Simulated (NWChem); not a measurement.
# bromine monochloride (BrCl); SMILES ClBr

All runs: NWChem. This build's default masses of Se (78.918 u) and Br (79.917 u) are each other's, which moves their modes by up to 0.6 %. Each level has its own optimisation. Entropies are gas-phase, rigid-rotor, harmonic values for NWChem's default masses at 298.15 K and 1 bar, so the errors hold that model's part too (torsions, anharmonicity).

Measured entropy at 1 bar: 57.4 cal/(mol K) (CRC Handbook, as tabulated in the package chemicals).

```
level           entropy at 1 bar (cal/(mol K))  computed − measured
--------------  ------------------------------  -------------------
PBE/STO-3G                                 [?]                  [?]
PBE/def2-SVP                               [?]                  [?]
PBE/def2-SVPD                             57.5                 +0.1
PBE/def2-TZVP                             57.4                  0.0
PBE/def2-TZVPD                            57.5                 +0.1
PBE/def2-TZVPP                            57.4                  0.0
```

**Question.** Complete the blanks.

**Answer.** 
- PBE/STO-3G, entropy at 1 bar (cal/(mol K)): 57.3
- PBE/STO-3G, computed − measured: -0.1
- PBE/def2-SVP, entropy at 1 bar (cal/(mol K)): 57.5
- PBE/def2-SVP, computed − measured: +0.1
